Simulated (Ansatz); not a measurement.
`[CH3][Ge][F]` + `CNCSS` → `[F][Ge][SH]` + `CNCSC`  (formal exchange of groups at a Ge–C bond)

Gas-phase electronic energies from Ansatz, PBE0-D4/def2-TZVP geometries. CCSD(T)/CBS adds triple-zeta CCSD(T) − MP2 to the extrapolated MP2 energy (def2 sets, frozen cores). For Ge outer-core shells are correlated without core-valence functions, which leaves a few kJ/mol of doubt a bond. Scalar relativity is left out up to krypton. Each species was taken in one conformer, which may not be the lowest.

```json
{"species": "`[CH3][Ge][F]`", "HF/CBS(def2) energy (Eh)": "-2214.55875"}
{"species": "`CNCSS`", "HF/CBS(def2) energy (Eh)": "-929.42079"}
{"species": "`[F][Ge][SH]`", "HF/CBS(def2) energy (Eh)": "-2573.10858"}
{"species": "`CNCSC`", "HF/CBS(def2) energy (Eh)": "-570.90729"}
```

(1) Work out ΔE.

Largest T1 diagnostic among the species: 0.015.

Results:

(1) ΔE = (-2573.10858) + (-570.90729) − (-2214.55875) − (-929.42079) = -0.03633 Eh = -0.99 eV. CCSD(T)/CBS gives -0.88 eV.

In def2-TZVPP, CCSD(T) changes the Hartree–Fock value by +0.08 eV (the triples alone add +0.00 eV) and MP2 by +0.07 eV. The D4 term adds +0.04 eV with B3LYP and +0.02 eV with PBE0; it sums over pairs of atoms, weighted by their polarisabilities, and B3LYP, whose exchange is more repulsive, gets the larger term.

B3LYP here is the variant with VWN-RPA as its local correlation; programs differ in this.
